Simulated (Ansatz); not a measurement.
`CB[SiH2][SiH2][AlH2]` and `[F][AlH][SiH2][SiH2][AlH2]` differ in one atom or group.

Ansatz, PBE0-D4/def2-TZVP geometries, multiplicity 1. Each molecule was computed in one conformer, which needn't be the lowest.

```tsv
property	`CB[SiH2][SiH2][AlH2]`
HOMO energy (ωB97M-V/def2-TZVPP) / eV	-9.11
LUMO energy (PBE/def2-TZVPP) / eV	-3.11
HOMO–LUMO gap (ωB97M-V/def2-TZVPP) / eV	8.82
HOMO energy (B3LYP/def2-TZVPP) / eV	-7.00
LUMO energy (B3LYP/def2-TZVPP) / eV	-2.35
LUMO energy (PBE0/def2-TZVPP) / eV	-2.18
```

(1) Give the same properties after the change, and the shifts. (Estimate.)

Results:

(1) Ansatz gave: 
```json
{"property": "HOMO energy (ωB97M-V/def2-TZVPP) / eV", "`[F][AlH][SiH2][SiH2][AlH2]`": "-8.89", "shift": "0.22"}
{"property": "LUMO energy (PBE/def2-TZVPP) / eV", "`[F][AlH][SiH2][SiH2][AlH2]`": "-3.12", "shift": "-0.01"}
{"property": "HOMO–LUMO gap (ωB97M-V/def2-TZVPP) / eV", "`[F][AlH][SiH2][SiH2][AlH2]`": "8.18", "shift": "-0.64"}
{"property": "HOMO energy (B3LYP/def2-TZVPP) / eV", "`[F][AlH][SiH2][SiH2][AlH2]`": "-6.75", "shift": "0.25"}
{"property": "LUMO energy (B3LYP/def2-TZVPP) / eV", "`[F][AlH][SiH2][SiH2][AlH2]`": "-2.56", "shift": "-0.21"}
{"property": "LUMO energy (PBE0/def2-TZVPP) / eV", "`[F][AlH][SiH2][SiH2][AlH2]`": "-2.38", "shift": "-0.20"}
```

With PBE0 the HOMO rises by 0.25 eV and the LUMO falls by 0.20 eV, so the gap narrows by about 0.45 eV. PBE moves the HOMO by 0.27 eV and ωB97M-V by 0.22 eV. The zero-point energy changes by -100.5 kJ/mol with -9 modes.

B3LYP here is the variant with VWN-RPA as its local correlation; programs differ in this.
